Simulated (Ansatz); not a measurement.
Ansatz (a quantum-chemistry and plane-wave program) input file for HOSn, SMILES [OH+]=[Sn] (connectivity only; charge and spin as stated), charge +1, multiplicity 1, PBE/def2-TZVPD. Geometry: r2SCAN-D4/def2-TZVP. The isomer is the one that the SMILES or the coordinates give; other isomers of the formula were not compared. The def2 effective core potentials stand for the cores of Sn; spin–orbit coupling is left out.

Ansatz 0.2 input:
```yaml
crystal:
  periodic: [false, false, false]
  atoms:
    - {symbol: O, position_ang: [0.00000000, 0.00000000, -1.56485827]}
    - {symbol: Sn, position_ang: [0.00000000, 0.00000000, 0.30095711]}
    - {symbol: H, position_ang: [0.00000000, 0.00000000, -2.52898952]}
basis:
  gaussian:
    orbitals: def2-TZVPD
hamiltonian:
  xc: {name: PBE}
total_charge: 1
```

Output:

```
WARN ansatz: RAYON_NUM_THREADS=1 ignored (pool sized by the plan → 1); use --threads N
Functional definition: PBE
integrals: 0.02 GiB planned
639 factors; their error is unknown
mean field: 0.24 GiB planned
mean field evaluation 1: about -7858.6031 eV, gradient 1.3e2 eV
mean field evaluation 2: about -7634.6203 eV, gradient 2.4e2 eV
mean field evaluation 4: about -7884.9971 eV, gradient 3.6e1 eV
mean field evaluation 8: about -7887.0044 eV, gradient 1.5e-1 eV
mean field evaluation 16: about -7886.9992 eV, gradient 7.1e-5 eV
mean field -7886.99923625 eV, -289.8418759322 hartree, gradient 7.0e-5 eV, S^2 0.000000; 0 other end points of the search recorded, 0 dependent functions left out
reference -7886.99927633 eV, -289.8418774049 hartree; 15, 15 occupied and 90, 90 virtual orbitals, 639 factors
Total energy: -7886.99927633 eV, -289.8418774049 hartree
```

The calculation finished and met its thresholds.

Cost: about 0.8 core-seconds (a rough figure).
